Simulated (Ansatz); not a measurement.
System: MoO3, charge 0, multiplicity 3. The spin state was set by rule; other spins were not relaxed. SMILES of the parent species: [O]=[Mo](=[O])=[O]
Structure (B3LYP-D3(BJ)/def2-TZVP (Ansatz, a quantum-chemistry and plane-wave program) minimum search):
```xyz
4

Mo    -0.0659     0.0787     0.0971
O     -1.1070    -1.4461    -0.3192
O      0.0744     1.2434    -1.1270
O      1.3786    -0.2104     0.9365
```
Charge 0, spin multiplicity 3.

Quantity: atomisation energy (electronic, to ground-state atoms), in kJ/mol. Correlated levels leave the core frozen unless marked. UHF or UKS for open shells. No spin-orbit coupling. Frozen are the shells of the preceding noble gas and the d and f shells that filled before the atom's block. In def2 rows, elements after Kr have scalar-relativistic effective core potentials. STO-3G rows are all-electron and non-relativistic. The coupled-cluster limit lacks core correlation, which all-electron functionals hold. CBS(X,Y): correlation extrapolated as X^-3; Hartree-Fock from the larger set. [CCSD(T)-MP2]/basis is that difference in the basis named. The program attaches cautions to a run behind HF/STO-3G: large difference. The program attaches cautions to a run behind CCSD/STO-3G: large difference. The program attaches cautions to a run behind CCSD(T)/STO-3G: large difference.

```tsv
level	program	atomisation energy (kJ/mol)
HF/STO-3G	Ansatz	591.1
HF/def2-SVPD	Ansatz	463.2
SVWN5/def2-TZVPD	Ansatz	2042.4
PBE/def2-TZVPD	Ansatz	1739.1
revPBE/def2-TZVPD	Ansatz	1643.9
r2SCAN-D4/def2-TZVPD	Ansatz + dftd4	1593.5
B3LYP/def2-TZVPD	Ansatz	1562.8
PBE0-D4/def2-TZVP	Ansatz + dftd4	1495.5
PBE0-D4/def2-TZVPD	Ansatz + dftd4	1498.7
BHLYP-D4/def2-TZVPD	Ansatz + dftd4	1299.6
BHLYP/def2-TZVPD	Ansatz	1287.7
LC-wPBE-D4/def2-TZVPD	Ansatz + dftd4	1510.2
LC-wPBE/def2-TZVPD	Ansatz	1500.3
B2GP-PLYP-D3(BJ)/def2-TZVPD	Ansatz + dftd3	1567.6
B2GP-PLYP/def2-TZVPD	Ansatz	1559.3
SCS-MP2/def2-SVP	Ansatz	1292.2
CCSD/STO-3G	Ansatz	1464.1
CCSD(T)/STO-3G	Ansatz	1544.3
CCSD(T)/def2-SVP	Ansatz	1365.5
CCSD(T)/def2-TZVPP	Ansatz	1468.7
RI-MP2/CBS(def2-TZVPP,def2-QZVPP)+[CCSD(T)-MP2]/def2-TZVPP	Ansatz	1559.6
```

The UHF reference is spin-contaminated (<S^2> 0.59 over the pure value in the largest basis). The T1 diagnostic of CCSD in the largest basis is 0.073, which is high, so the coupled-cluster rows are less sure than usual.
